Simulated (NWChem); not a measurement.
Molecule: BaBr$_{2}$; SMILES [Br][Ba][Br]

Results from NWChem. Coordinates come from a PBE0/def2-SVP optimisation. No frequency run checked for a minimum. def2 effective core potentials on Ba; no spin-orbit coupling. Ions are spin-unrestricted doublets at the neutral geometry; other ion states weren't tried.

Question: What does the run give for PBE/def2-SVP? Quantities: vertical ionisation energy, ΔSCF (eV); −ε(HOMO) (eV).

Answer: 
```
Quantity                               Value
-------------------------------------  -----
vertical ionisation energy, ΔSCF (eV)   8.62
−ε(HOMO) (eV)                           5.91
```
